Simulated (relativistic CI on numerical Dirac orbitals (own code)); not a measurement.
# Energy levels of Ag²⁸⁺

Method of calculation: Dirac-Coulomb-Breit CI, orbitals from a KLI potential per configuration, a model potential for QED, unscaled Slater integrals (own radial code, finite nucleus).

Configuration list (outside the closed core [Ne]): 3s²3p⁶3d, 3s²3p⁵3d², 3s3p⁶3d², 3s²3p⁶4s, 3s²3p⁶4p, 3s²3p⁶4d, 3s²3p⁵3d4s, 3s²3p⁶4f, 3s²3p⁵3d4p, 3p⁶3d³, 3p⁵3d⁴, 3p⁵3d³4s. Double excitations out of closed p, d and f shells are left out; levels of such configurations are missing from the list, as are those of other unlisted configurations, and high levels can miss mixing partners. These lack a partner that the ground configuration has and come out too high: 3s²3p⁵3d4p.

The lowest level is 3s²3p⁶3d ²D3/2, with 100 % of that term; Hund's rules for 3s²3p⁶3d give ²D with J = 3/2, in agreement.

| No. | Configuration | Term | J | E (cm⁻¹) | % | Next component (%) | Landé g |
| --- | --- | --- | --- | --- | --- | --- | --- |
| 1 | 3s²3p⁶3d | ²D | 3/2 | 0 | 100 |  | 0.795 |
| 2 | 3s²3p⁶3d | ²D | 5/2 | 67028 | 100 |  | 1.196 |
| 3 | 3p⁵3d²(3F) | ⁴D° | 1/2 | 1075421 | 95 | 5 ²P° | 0.043 |
| 4 | 3p⁵3d²(3F) | ⁴D° | 3/2 | 1086079 | 72 | 15 ⁴F° | 1.078 |
| 5 | 3p⁵3d²(3F) | ⁴D° | 5/2 | 1114641 | 48 | 36 ⁴F° | 1.167 |
| 6 | 3p⁵3d²(3F) | ⁴G° | 7/2 | 1140797 | 46 | 24 ⁴F° | 1.056 |
| 7 | 3p⁵3d²(3F) | ²F° | 5/2 | 1151935 | 29 | 25 ⁴D° | 1.140 |
| 8 | 3p⁵3d²(3F) | ⁴D° | 7/2 | 1166039 | 61 | 15 ²F° | 1.303 |
| 9 | 3p⁵3d²(3F) | ⁴G° | 9/2 | 1169783 | 75 | 15 ⁴F° | 1.185 |
| 10 | 3p⁵3d²(3F) | ⁴G° | 11/2 | 1193676 | 88 | 12 ²H° | 1.247 |
| 11 | 3p⁵3d²(1D) | ²D° | 3/2 | 1194191 | 45 | 20 ⁴D° | 0.922 |
| 12 | 3p⁵3d²(3P) | ⁴P° | 5/2 | 1199198 | 56 | 23 ²F° | 1.309 |
| 13 | 3p⁵3d²(3P) | ⁴P° | 3/2 | 1200688 | 55 | 13 ⁴D° | 1.478 |
| 14 | 3p⁵3d²(3F) | ²G° | 7/2 | 1222250 | 45 | 27 ²F° | 1.062 |
| 15 | 3p⁵3d²(3P) | ⁴P° | 1/2 | 1241823 | 46 | 30 ²P° | 1.752 |
| 16 | 3p⁵3d²(3F) | ⁴F° | 9/2 | 1257469 | 62 | 34 ²G° | 1.243 |
| 17 | 3p⁵3d²(1D) | ²D° | 5/2 | 1260178 | 56 | 14 ²F° | 1.178 |
| 18 | 3p⁵3d²(1D) | ²F° | 7/2 | 1264978 | 52 | 31 ⁴D° | 1.203 |
| 19 | 3p⁵3d²(1G) | ²H° | 11/2 | 1276706 | 88 | 12 ⁴G° | 1.109 |
| 20 | 3p⁵3d²(1D) | ²P° | 3/2 | 1280637 | 24 | 22 ⁴F° | 1.177 |
| 21 | 3p⁵3d²(3P) | ⁴D° | 5/2 | 1285895 | 31 | 29 ²D° | 1.180 |
| 22 | 3p⁵3d²(1D) | ²F° | 7/2 | 1308322 | 55 | 32 ⁴D° | 1.214 |
| 23 | 3p⁵3d²(1D) | ²P° | 1/2 | 1320232 | 64 | 22 ⁴P° | 1.253 |
| 24 | 3p⁵3d²(1G) | ²G° | 9/2 | 1334766 | 58 | 39 ²H° | 1.035 |
| 25 | 3p⁵3d²(3P) | ²D° | 3/2 | 1340370 | 46 | 22 ⁴D° | 0.867 |
| 26 | 3p⁵3d²(1G) | ²F° | 5/2 | 1350932 | 42 | 40 ⁴G° | 0.821 |
| 27 | 3p⁵3d²(1G) | ²G° | 7/2 | 1411208 | 42 | 34 ⁴D° | 1.122 |
| 28 | 3p⁵3d²(3F) | ⁴F° | 5/2 | 1415837 | 33 | 31 ⁴D° | 1.082 |
| 29 | 3p⁵3d²(3P) | ⁴D° | 1/2 | 1427272 | 51 | 29 ²P° | 0.592 |
| 30 | 3p⁵3d²(1D) | ²D° | 3/2 | 1433282 | 34 | 33 ²P° | 1.263 |
| 31 | 3p⁵3d²(1S) | ²P° | 3/2 | 1481298 | 56 | 21 ⁴S° | 1.467 |
| 32 | 3p⁵3d²(3F) | ⁴G° | 7/2 | 1499994 | 39 | 28 ²G° | 1.039 |
| 33 | 3p⁵3d²(1D) | ²F° | 5/2 | 1529981 | 54 | 29 ²D° | 1.011 |
| 34 | 3p⁵3d²(3F) | ²G° | 9/2 | 1548113 | 50 | 19 ²H° | 1.113 |
| 35 | 3p⁵3d²(3P) | ²D° | 3/2 | 1550784 | 34 | 34 ⁴D° | 1.096 |
| 36 | 3p⁵3d²(3F) | ²F° | 5/2 | 1551956 | 64 | 15 ⁴G° | 0.891 |
| 37 | 3p⁵3d²(3P) | ²S° | 1/2 | 1563321 | 46 | 28 ⁴P° | 1.656 |
| 38 | 3p⁵3d²(3F) | ²F° | 7/2 | 1590942 | 37 | 26 ⁴D° | 1.159 |
| 39 | 3p⁵3d²(1D) | ²P° | 3/2 | 1631432 | 31 | 21 ⁴S° | 1.378 |
| 40 | 3p⁵3d²(1G) | ²G° | 9/2 | 1633957 | 48 | 41 ²H° | 1.042 |
| 41 | 3p⁵3d²(3P) | ²D° | 5/2 | 1652940 | 42 | 34 ²F° | 1.117 |
| 42 | 3p⁵3d²(3P) | ²P° | 1/2 | 1703175 | 73 | 18 ⁴D° | 0.678 |
| 43 | 3p⁵3d²(1G) | ²F° | 7/2 | 1736320 | 78 | 19 ²G° | 1.093 |
| 44 | 3p⁵3d²(3F) | ²D° | 3/2 | 1771398 | 88 | 7 ²P° | 0.825 |
| 45 | 3p⁵3d²(1S) | ²P° | 1/2 | 1785753 | 98 | 1 ⁴D° | 0.662 |

Energies count from the lowest computed level; ° marks odd parity. Percentages are summed over parent terms; the parents shown are those of the largest component, closed shells are left out there.

The mean weight of the leading LS term, summed over parents, in these 45 levels is 56 %, and that of the leading jj configuration (from the same eigenvectors) 72 %, so jj coupling describes them better and the LS labels are nominal.

At this charge energies of transitions that change n are usually good to better than 1 %, and those within a shell (Δn = 0) to a few per cent.

LS names give the leading component of a level, which can be under half, so a name can repeat, a term be missing and a line seem to break the LS rules.
